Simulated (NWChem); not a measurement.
Species: C2H5ClGe; SMILES C=[CH][GeH2][Cl]

```xyz
9

Ge    -0.7376    -0.0556     0.0000
Cl     0.9150    -1.4647     0.0000
C      0.0223     1.7222     0.0000
C      1.3356     1.9594     0.0000
H     -1.5677    -0.3392     1.2622
H     -1.5677    -0.3392    -1.2622
H     -0.6818     2.5645     0.0000
H      1.7361     2.9792     0.0000
H      2.0637     1.1407     0.0000
```
Atoms are numbered in this order, from 1.

Level: PBE0/def2-SVP (NWChem), optimised geometry, unscaled harmonic frequencies. 

```
frequency (cm⁻¹)  IR intensity (km/mol)
----------------  ---------------------
103                                 0.1
139                                 1.9
338                                 7.0
400                                 0.1
421                                42.3
574                                43.3
594                                12.5
685                                27.6
773                               141.6
881                                95.8
998                                 8.8
1002                               20.2
1028                               20.0
1265                                4.1
1408                               15.5
1690                                2.5
2170                              117.5
2171                              103.9
3144                                6.6
3167                                3.2
3246                                1.3
```

```
Property                                                                           Result
-----------------------------------------------------------------------  ----------------
zero-point energy                                                           37.4 kcal/mol
thermal correction to the enthalpy at 298.15 K (with zero-point energy)     41.7 kcal/mol
heat capacity Cv                                                         19.9 cal/(mol K)
entropy at 298.15 K and 1 atm (symmetry number 1)                        78.9 cal/(mol K)
dipole moment                                                                      2.16 D
```

Rigid rotor and harmonic oscillator.
